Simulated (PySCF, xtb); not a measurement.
C5H7F, SMILES CC1=CC[C@@H]1F.

Harmonic wavenumbers (cm⁻¹) from GFN2-xTB (xtb) at its own minimum, in rising order: 109, 181, 207, 303, 410, 549, 677, 775, 848, 942, 981, 997, 1011, 1032, 1073, 1102, 1150, 1197, 1223, 1266, 1298, 1392, 1449, 1462, 1469, 1725, 2928, 2990, 3000, 3011, 3016, 3046, 3134.

### Question
What does PBE-D3(BJ)/def2-SVP (PySCF) give at its own minimum? (The exact figures need the calculation; the answer reports its results.)

### Answer
145, 181, 207, 300, 416, 559, 651, 760, 842, 910, 920, 945, 1003, 1009, 1055, 1111, 1154, 1175, 1207, 1274, 1318, 1339, 1392, 1398, 1406, 1677, 2956, 2960, 2975, 3030, 3038, 3072, 3115. Paired by order, the mean absolute difference is 25 cm⁻¹ and the zero-point energies are 65.7 and 65.0 kcal/mol.
